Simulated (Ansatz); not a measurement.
`N[SiH](N)[SiH3]` and `CN[SiH](N)[SiH3]` differ in one atom or group.

Ansatz, PBE0-D4/def2-TZVP geometries, multiplicity 1. Each molecule was computed in one conformer, which needn't be the lowest.

```csv
property,`N[SiH](N)[SiH3]`
LUMO energy (PBE0/def2-TZVPP) / eV,0.27
size of the dipole moment (ωB97M-V/def2-TZVPP) / D,1.21
LUMO energy (ωB97M-V/def2-TZVPP) / eV,1.88
LUMO energy (B3LYP/def2-TZVPP) / eV,0.06
HOMO–LUMO gap (PBE0/def2-TZVPP) / eV,7.15
LUMO energy (PBE/def2-TZVPP) / eV,-0.56
```

Problem. What does the change do to each property? (An estimate is asked.)

Solution. Computed: 
```csv
property,`CN[SiH](N)[SiH3]`,shift
LUMO energy (PBE0/def2-TZVPP) / eV,0.33,0.06
size of the dipole moment (ωB97M-V/def2-TZVPP) / D,1.46,0.25
LUMO energy (ωB97M-V/def2-TZVPP) / eV,1.95,0.07
LUMO energy (B3LYP/def2-TZVPP) / eV,0.12,0.06
HOMO–LUMO gap (PBE0/def2-TZVPP) / eV,6.79,-0.36
LUMO energy (PBE/def2-TZVPP) / eV,-0.51,0.05
```

With PBE0 the HOMO rises by 0.43 eV and the LUMO rises by 0.06 eV, so the gap narrows by about 0.37 eV. PBE moves the HOMO by 0.41 eV and ωB97M-V by 0.39 eV. Dipoles are sizes alone; their direction can turn.

B3LYP here is the variant with VWN-RPA as its local correlation; programs differ in this.
